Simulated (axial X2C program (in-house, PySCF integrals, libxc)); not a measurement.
**Potential curves of InF, with spin–orbit coupling**

Computed with an axial X2C code built on PySCF integrals. Two-component (2c) means X2C with spin–orbit coupling and atomic mean-field two-electron Coulomb and Gaunt terms. Basis: In dyall-cv3z [11s12p9d4f1g], F dyall-av3z [7s6p3d2f] (cores contracted in-house); Gaussian nuclei, density fitting, unrestricted open shells. Masses: In 114.904 u, F 18.998 u.

State: Ω = 0 (closed shell). Energies in kJ/mol from the fragments at the same level (In + F). Fits are polynomials in 1 − R0/R over 0.85 to 1.23 times the lowest point R0.

```csv
R (Å),MP2,CCSD(T),CCSD
1.7391,-460.30,,
1.8191,-515.47,-481.13,-469.16
1.8791,-539.13,-504.37,-491.83
1.9390,-551.79,-516.70,-503.59
1.9990,-556.29,-520.93,-507.27
2.0690,-553.99,-518.36,-504.10
2.1389,-545.94,-510.07,-495.28
2.2289,-529.96,-493.85,-478.45
2.3388,-505.36,,
2.4988,-465.21,,
```

Correlated methods: 10 electrons correlated (number of frozen shells: In 4 s, 3 p, 2 d; F 1 s), 258 virtual spin orbitals or spinors in MP2, 90 natural virtuals in coupled cluster.

The state is one determinant whose occupation by symmetry is held fixed; it was picked as the lowest of a PBE0 search that is not exhaustive. Closed shells are restricted here (equal orbitals for both partners); the stretched side of such a curve lies too high. Dissociation energies refer to the lowest single-determinant-based atoms at the same level and basis. CCSD and (T) use frozen natural virtuals with an MP2 correction for the truncation; (T) itself is uncorrected, so its De runs slightly low. With the outer-core shells frozen, correlated bond lengths of heavy atoms tend to come out a few hundredths of an ångström too long. Coupled cluster ran on the points near the minimum only. MP2 and coupled cluster on one determinant become unreliable at the stretched end.

**Question.** What are Re, ωe and De at the MP2 level?

**Answer.** At MP2, 2c: Re = 2.011 Å, ωe ≈ 522 cm⁻¹, De = 5.77 eV to In + F; Be follows as 0.256 cm⁻¹.

**Question.** What are Re, ωe and De at the CCSD(T) level?

**Answer.** At CCSD(T), 2c: Re = 2.008 Å, ωe ≈ 524 cm⁻¹, De = 5.40 eV to In + F; Be follows as 0.256 cm⁻¹.

**Question.** What are Re, ωe and De at the CCSD level?

**Answer.** At CCSD, 2c: Re = 2.003 Å, ωe ≈ 529 cm⁻¹, De = 5.26 eV to In + F; Be follows as 0.258 cm⁻¹.
